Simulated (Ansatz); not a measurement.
Reaction (ligand exchange at a Ge–S bond): `C[S][Ge][F]` + H–F → `[F][Ge][F]` + CH₃SH

Program: Ansatz. Geometries: PBE0-D4/def2-TZVP. ΔE: electronic, gas phase. CBS: MP2 limit from def2 TZ/QZ plus the TZ coupled-cluster correction, frozen cores. This one scheme is used for every species. DFT in def2-TZVPP. HSE06 is defined as in plane-wave codes. For Ge outer-core shells are correlated without core-valence functions, which leaves a few kJ/mol of doubt a bond. Scalar relativity is left out up to krypton. One conformer a species, not always the lowest.

```tsv
level	ΔE (kJ/mol)	difference from CCSD(T)/CBS
revPBE-D4	-14.3	6.6
r2SCAN-D4	-22.6	-1.7
HSE06-D4	-15.5	5.4
ωB97X-V	-37.8	-16.9
revPBE	-25.3	-4.4
BLYP	-36.1	-15.2
r2SCAN0	-22.7	-1.8
HSE06	-20.5	0.4
CCSD(T)/def2-SVP	-34.2	-13.3
MP2/CBS(def2)	-17.1	3.8
CCSD(T)/CBS	-20.9	0
```

Largest T1 diagnostic among the species: 0.015.

The D4 term adds +9.7 kJ/mol with B3LYP and +5.2 kJ/mol with PBE0; it sums over pairs of atoms, weighted by their polarisabilities, and B3LYP, whose exchange is more repulsive, gets the larger term. In def2-TZVPP, CCSD(T) changes the Hartree–Fock value by +23.1 kJ/mol (the triples alone add +5.2 kJ/mol) and MP2 by +27.0 kJ/mol. Leaving LDA and LC-ωPBE aside and taking each functional with its dispersion term where it has one, the values spread over 23.4 kJ/mol, from ωB97X-V to revPBE-D4. LDA lies +9.4 kJ/mol from PBE without D4.

B3LYP here is the variant with VWN-RPA as its local correlation; programs differ in this.
